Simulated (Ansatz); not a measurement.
CH7BSSi, SMILES `BS[SiH2]C` from Hartree–Fock to CCSD(T)

Z-matrix (Å, degrees):
```
Si
S 1 2.163
C 1 1.863 2 108.1
H 1 1.485 2 108.5 3 120.8
H 1 1.485 2 108.5 3 -120.8
B 2 1.773 1 100.0 3 179.6
H 3 1.092 1 110.8 2 -60.1
H 3 1.093 1 110.3 2 -180.0
H 3 1.092 1 110.9 2 60.2
H 6 1.195 2 121.3 1 0.0
H 6 1.193 2 117.1 1 -180.0
```

Total charge 0; spin multiplicity 1. Geometry: relaxed with PBE0-D4/def2-TZVP. It is one conformer, not always the lowest. Frozen core, restricted reference, Ansatz 0.2.0. CBS rows extrapolate triple and quadruple zeta; past MP2 they add the triple-zeta difference.

```json
{"basis": "def2-SVP", "HF (Eh)": "-752.87445", "MP2 corr.": "-0.46242"}
{"basis": "def2-TZVPP", "HF (Eh)": "-753.18807", "MP2 corr.": "-0.58482"}
{"basis": "def2-QZVPP", "HF (Eh)": "-753.21142", "MP2 corr.": "-0.62753"}
```

Problem. Estimate the CCSD correlation energy and the (T) correction in each basis where they were run (hartree).

Solution. 
| basis | CCSD corr. | (T) |
| --- | --- | --- |
| def2-SVP | -0.52436 | -0.01552 |
| def2-TZVPP | -0.64381 | -0.02656 |
| CBS(def2) | -0.71817 | as TZ |
